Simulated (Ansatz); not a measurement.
`CC(=N)[SiH3]` and `CC(=N)F` differ in one atom or group.

Ansatz, PBE0-D4/def2-TZVP geometries, multiplicity 1. Each molecule was computed in one conformer, which needn't be the lowest.

```tsv
property	`CC(=N)[SiH3]`
HOMO energy (PBE/def2-TZVPP) / eV	-5.80
HOMO energy (ωB97M-V/def2-TZVPP) / eV	-9.50
HOMO–LUMO gap (PBE0/def2-TZVPP) / eV	6.49
HOMO–LUMO gap (B3LYP/def2-TZVPP) / eV	6.05
LUMO energy (ωB97M-V/def2-TZVPP) / eV	1.51
HOMO energy (B3LYP/def2-TZVPP) / eV	-6.97
```

**Question.** What does the change do to each property? (An estimate is asked.)

**Answer.** Ansatz gave: 
| property | `CC(=N)F` | shift |
| --- | --- | --- |
| HOMO energy (PBE/def2-TZVPP) / eV | -6.81 | -1.01 |
| HOMO energy (ωB97M-V/def2-TZVPP) / eV | -10.86 | -1.36 |
| HOMO–LUMO gap (PBE0/def2-TZVPP) / eV | 8.65 | 2.16 |
| HOMO–LUMO gap (B3LYP/def2-TZVPP) / eV | 8.10 | 2.05 |
| LUMO energy (ωB97M-V/def2-TZVPP) / eV | 2.33 | 0.82 |
| HOMO energy (B3LYP/def2-TZVPP) / eV | -8.18 | -1.21 |

With PBE0 the HOMO falls by 1.23 eV and the LUMO rises by 0.92 eV, so the gap widens by about 2.15 eV. PBE moves the HOMO by -1.01 eV and ωB97M-V by -1.36 eV. The zero-point energy changes by -58.0 kJ/mol with -9 modes.

B3LYP here is the variant with VWN-RPA as its local correlation; programs differ in this.
